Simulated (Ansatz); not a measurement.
`C#C[Si](F)(C#C)C#C` + H₂ → `C#C[SiH](C#C)C#C` + H–F  (hydrogenolysis of the Si–F bond)

Computed with Ansatz on PBE0-D4/def2-TZVP structures; ΔE is electronic, products minus reactants. CBS: MP2 limit from def2 TZ/QZ plus the TZ coupled-cluster correction, frozen cores. This one scheme is used for every species. DFT in def2-TZVPP. B3LYP here is the variant with VWN-RPA as its local correlation; programs differ in this.

```tsv
level	ΔE (kJ/mol)
PBE0-D4	115.5
B3LYP-D4	126.3
r2SCAN0-D4	126.3
B2PLYP	125.3
revPBE	113.3
B3LYP	123.0
SCS-MP2/def2-QZVPP	124.6
MP2/CBS(def2)	124.4
```

Task: What does CCSD(T)/CBS give? (Best estimate.)

Result: Computed: +121.0 kJ/mol. The listed levels differ from it by -5.5, 5.3, 5.3, 4.3, -7.7, 2.0, 3.6, 3.4 kJ/mol.

Task: What do rigid-rotor, harmonic-oscillator terms from PBE0-D4/def2-TZVP frequencies (298.15 K, 1 bar) make of the CCSD(T)/CBS value? (An estimate is asked.)

Result: Computed: ΔZPE = +12.3 kJ/mol, ΔH = +131.1 kJ/mol, ΔS = 24 J/(mol·K), ΔG = +123.8 kJ/mol.

Largest T1 diagnostic among the species: 0.014.

From r2SCAN to r2SCAN0 (25 % exact exchange), in def2-TZVPP and without D4, ΔE moves by −5.3 kJ/mol. Leaving LDA and LC-ωPBE aside and taking each functional with its dispersion term where it has one, the values, not all of them listed here, spread over 18.6 kJ/mol, from HSE06-D4 to B97M-V. The D4 term adds +3.3 kJ/mol with B3LYP and +1.8 kJ/mol with PBE0; it sums over pairs of atoms, weighted by their polarisabilities, and B3LYP, whose exchange is more repulsive, gets the larger term.

CCSD(T)/CBS has its own doubt, a few kJ/mol and more with outer-core shells, so smaller differences from it don't rank the levels.
